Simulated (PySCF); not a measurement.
Bonds (- single, = double, # triple, : aromatic): C1-C2, C2-C3, C2-C4, C2-C5, C5-C6, C6-C7, C7-C8, C8-Si9, Si9-C10, C10-C5. C1 carries H11, H12, H13; C3 carries H14, H15, H16; C4 carries H17, H18, H19; C5 carries H20; C6 carries H21, H22; C7 carries H23, H24; C8 carries H25, H26; Si9 carries H27, H28; C10 carries H29, H30. Stereochemistry as in CC(C)(C)[C@H]1CCC[SiH2]C1. H21, H23, H25, H28, H30 are cis to C2 on the ring; H22, H24, H26, H27, H29 are trans to C2 on the ring.

Geometry: PBE0-D3(BJ)/def2-SVP; GIAO shifts from PySCF, gas phase, non-relativistic, averaged over equivalent atoms.

At B3LYP/pcSseg-1 (277 basis functions, 110 s wall time on 1 thread of an Intel Xeon Platinum 8259CL, shared host):
```csv
atoms,δ (ppm)
C5,50.9
C2,35.7
C6,33.7
C7,29.8
C1/C3/C4,28.9
C8,11.0
C10,10.8
Si9,-38.1
H28,4.10
H27,3.97
H23,2.10
H22,1.80
H24,1.33
H29,0.89
H11/H12/H13/H14/H15/H16/H17/H18/H19,0.87
H20,0.81
H26,0.81
H21,0.67
H25,0.53
H30,0.33
```

Chemical shifts δ = σref − σ; ¹³C (179.24 ppm), ²⁹Si (337.86 ppm), ¹H (31.38 ppm) against TMS, all at this level.

Problem. What do these become at PBE0/pcSseg-1?

Solution. 
```tsv
atoms	δ at PBE0/pcSseg-1	change
C5	48.6	-2.3
C2	34.1	-1.6
C6	32.1	-1.6
C7	28.2	-1.6
C1/C3/C4	28.2	-0.7
C8	9.6	-1.4
C10	9.5	-1.3
Si9	-38.0	+0.1
H28	4.17	+0.07
H27	4.07	+0.10
H23	2.08	-0.02
H22	1.74	-0.06
H24	1.31	-0.02
H29	0.87	-0.02
H11/H12/H13/H14/H15/H16/H17/H18/H19	0.85	-0.02
H20	0.79	-0.02
H26	0.80	-0.01
H21	0.63	-0.04
H25	0.54	+0.01
H30	0.31	-0.02
```

δ = σ(ref) − σ, references computed at the same level: ¹³C (σ = 184.41 ppm), ²⁹Si (σ = 351.99 ppm), ¹H (σ = 31.27 ppm) against TMS.

The largest change is at C5 (sp3 CH in a ring). Cost: 277 basis functions, 120 s wall time on 1 thread of an Intel Xeon Platinum 8259CL, shared host. The order of the carbon signals changes between the two levels.

The carbons averaged at δ 28.9 differ by 9 ppm in this conformer.
